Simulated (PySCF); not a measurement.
**Two-photon absorption: `C1=CC(=Cn2cccc2)C=C1`, C10H9N**

Cartesian coordinates in Å; atom numbers follow the order of the lines, from 1:
```xyz
20

C     2.954    1.434   -0.149
C     1.611    1.265   -0.298
C     1.288   -0.089    0.144
C     0.113   -0.767    0.221
N    -1.143   -0.393   -0.202
C    -1.499    0.634   -1.057
C    -2.863    0.632   -1.184
C    -3.371   -0.435   -0.378
C    -2.296   -1.050    0.202
C     2.549   -0.699    0.571
C     3.541    0.209    0.382
H     3.508    2.347   -0.370
H     0.904    2.023   -0.627
H     0.122   -1.760    0.680
H    -0.743    1.242   -1.541
H    -3.441    1.312   -1.806
H    -4.414   -0.717   -0.249
H    -2.234   -1.891    0.888
H     2.645   -1.717    0.950
H     4.601    0.064    0.594
```

Theory: TDDFT CAM-B3LYP/def2-SVPD excited states, vertical, gas phase (PySCF). Geometry: PBE0-D3(BJ)/def2-SVP.

Q: Give the one- and two-photon strengths of the lowest singlets.

A: δ for parallel linear polarisation; σ at the peak of a Lorentzian of half width 0.1 eV, single beam; Ω is circular over linear.
| state | E (eV) | f | photon λ (nm) | δ (au) | σ (GM) | Ω | main |
| --- | --- | --- | --- | --- | --- | --- | --- |
| S1 | 3.43 | 0.007 | 722 | 10.6 | 0.05 | 0.51 | HOMO→LUMO 0.98 |
| S2 | 4.24 | 0.574 | 584 | 390 | 2.57 | 0.61 | HOMO−1→LUMO 0.80, HOMO−2→LUMO 0.16 |
| S3 | 4.39 | 0.183 | 565 | 212 | 1.50 | 0.57 | HOMO−2→LUMO 0.83, HOMO−1→LUMO 0.16 |
| S4 | 6.29 | 0.011 | 394 | 854 | 12.37 | 1.13 | HOMO−3→LUMO 0.45, HOMO→LUMO+1 0.14 |
| S5 | 6.30 | 0.002 | 393 | 514 | 7.47 | 1.11 | HOMO→LUMO+1 0.49, HOMO→LUMO+4 0.18 |
| S6 | 6.42 | 0.005 | 386 | 1970 | 29.70 | 0.82 | HOMO−1→LUMO+1 0.78, HOMO−3→LUMO 0.11 |

Among these, the strongest one-photon state is S2, the strongest two-photon state S6, with a dipole change of 4.1 D (relaxed, norm of the difference vector). Half the energy of S4, S5, S6 comes within 0.4 eV of the allowed S1 or passes it, which inflates δ.
